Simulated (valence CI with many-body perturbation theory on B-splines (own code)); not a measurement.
## I⁴⁸⁺ in brief

Calculated by valence CI with perturbative core correlation (CI+MBPT): three valence electrons over a frozen Dirac-Fock core [He], radial functions for each j: 11 s, 11 p, 10 d, 8 f, 5 g, 2 h, with the one-electron correlation potential Σ1 (screened to all orders), the two-electron term Σ2, the three-electron term Σ3, Breit, model QED; selected single and double excitations, second order for the rest, scaled by the run's own slope (own B-spline code, finite nucleus).

No measured spectrum was set against this ion. As an estimate, large intervals hold to a few tenths of a per cent, small ones and those within an open d or f shell to about a per cent.

Levels are named by their leading jj configuration (3d3/2^4 stands for four electrons in 3d with j = 3/2), which in mixed levels can hold well under half, so a name can repeat and another be missing.

Rates and lifetimes use the calculated energies. Strong lines usually hold to 10 to 20 %, long lifetimes can be off by a factor of two.

(1) What is the ground level?

(2) How well does LS coupling describe the low levels?

(3) What is the ionisation energy?

(4) Where does the other parity begin?

(5) Among levels below 529.51 Ry, which E1 lines absorb most strongly from the ground level?

Answers

(1) (2s^2 2p1/2) J=1/2, composition 100 % 2s²2p ²P°, g = 0.642.

(2) Among the lowest 20 levels the leading LS term, summed over configurations, holds 76 % on average. For single configurations the figures are 76 % in LS and 98 % in jj coupling. Terms mix most in the J = 3/2 level at 50.83 Ry, where the leading one holds 46 %.

(3) 8861.8 eV; NIST lists 8867 ± 4 eV (theoretical).

(4) At (2s 2p1/2^2) J=1/2, 11.67 Ry.

(5) to (2s^2 3d3/2) J=3/2 at 0.2400 nm, f = 0.456; to (2s 2p1/2 3p1/2) J=3/2 at 0.2411 nm, f = 0.333; to (2s 2p1/2 3p3/2) J=3/2 at 0.2360 nm, f = 0.190.
